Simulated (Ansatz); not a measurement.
Born–Oppenheimer molecular dynamics of AlH6NO2 (10 atoms, charge 0, multiplicity 1). It starts at the highest image of a converged band. Of that band: Beside the main top the profile has a ripple of under 15 meV (maxima at images 2, 5), which may be a very shallow well or noise. A vibrational analysis at the climbing image gives one clearly imaginary mode, 1383i cm⁻¹: a first-order saddle point.

Computed with Ansatz, RKS BHLYP-D4/def2-SVP.

```
ensemble                      : NVE (velocity Verlet)
time step                     : 0.5 fs
steps asked                   : 200
starting velocities drawn for : 300 K
seed                          : 11621
```

First frame:

```xyz
10
Properties=species:S:1:pos:R:3
Al -0.083 0.032 0.261
N -0.025 0.183 2.124
H -0.831 -0.036 2.693
H 0.824 -0.010 2.638
O 1.414 -0.411 -0.396
H 1.716 -0.428 -1.294
O -1.605 -0.419 -0.323
H -1.859 -0.803 -1.151
H -0.108 1.824 0.529
H -0.069 1.392 1.440
```

How far do the bonds stretch over the last three quarters of this one trajectory? (Pairs bonded in most of those frames.)


```
  bond  mean (Å)  spread (Å)  shortest  longest
Al1–N2     1.756       0.026      1.70     1.80
Al1–O5     1.693       0.040      1.63     1.76
Al1–O7     1.690       0.013      1.67     1.71
 N2–H3     1.008       0.024      0.97     1.04
 N2–H4     1.010       0.021      0.98     1.04
 O5–H6     0.949       0.008      0.93     0.96
 O7–H8     0.950       0.014      0.93     0.97
H9–H10     0.758       0.038      0.70     0.81
```

Mean temperature of the second half: 728 K. The conserved energy stayed within 0.31 meV per atom of its start (net change -0.026 meV per atom), so the integration is sound. The kinetic energy rose, since the run started high on the potential surface and went downhill. It ends in pieces (AlH4NO2 + H2), so much of that is their flight and rotation, not heat. A run of 0.1 ps of so small a system gives no equilibrium averages. The orbitals stay closed-shell, which can raise the energy where a bond breaks towards radicals; this wasn't checked here.

The run took 6.6 min on 2 threads of Arm Neoverse V1, with other jobs on the host, peak memory 0.17 GiB.
